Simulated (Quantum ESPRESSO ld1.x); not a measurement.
Q: The arsenic ion As4+, configuration [Ar] 3d10 4s1. Method: Dirac Kohn-Sham, LDA (Slater exchange, Perdew-Zunger correlation), spin-unpolarised, spherical densities, point nucleus; computed with ld1.x of Quantum ESPRESSO 7.5. Some entries of the table are withheld. Estimate them.

orbital  occ.  eigenvalue (hartree)  <r> (bohr)  r(max) (bohr)
1s1/2       2                   (1)     0.04556          0.030
2s1/2       2              -56.3905      0.2028          0.171
2p1/2       2              -50.6355         (2)            (3)
2p3/2       4              -49.2940         (4)            (5)
3s1/2       2              -8.81427      0.5987          0.523
3p1/2       2              -6.87776      0.6094          0.514
3p3/2       4              -6.69216      0.6200          0.523
3d3/2       4              -3.35898      0.6646            (6)
3d5/2       6              -3.33168      0.6689            (7)
4s1/2       1              -2.11077       1.668            (8)

A: 
(1) 1s1/2 eigenvalue (hartree): -431.688
(2) 2p1/2 <r> (bohr): 0.1748
(3) 2p1/2 r(max) (bohr): 0.134
(4) 2p3/2 <r> (bohr): 0.1785
(5) 2p3/2 r(max) (bohr): 0.137
(6) 3d3/2 r(max) (bohr): 0.471
(7) 3d5/2 r(max) (bohr): 0.475
(8) 4s1/2 r(max) (bohr): 1.49
